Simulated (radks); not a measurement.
Charge is removed step by step from the 2p3/2 level of Br2+, starting from [He] 2s2 2p(1/2: 2, 3/2: 4) 3s2 3p6 3d10 4s2 4p3. All-electron calculation, Dirac Kohn-Sham, LDA (Slater exchange, Perdew-Wang correlation), spin-unpolarised, spherical densities, point nucleus; open shells fill j = l - 1/2 first. Program: a radial shooting solver on a logarithmic mesh with Libxc functionals.

removed (e)	E - E(0) (eV)	eigenvalue (eV)	E minus straight line (eV)
0	0.000	-1535.9	0.000
0.25	386.67	-1557.5	-8.230
0.5	778.79	-1579.4	-11.016
0.75	1176.4	-1601.6	-8.294
1	1579.6	-1624.0	0.000

Removing the whole electron costs 1579.6 eV by Delta-SCF, against 1535.9 eV from minus the eigenvalue at the starting occupation. Slater's transition state (half an electron removed) gives 1579.4 eV. Integrating minus the eigenvalue over the occupation (Janak's theorem) gives 1579.6 eV. The mean slope of the eigenvalue, de/dn, is 88.1 eV per electron.
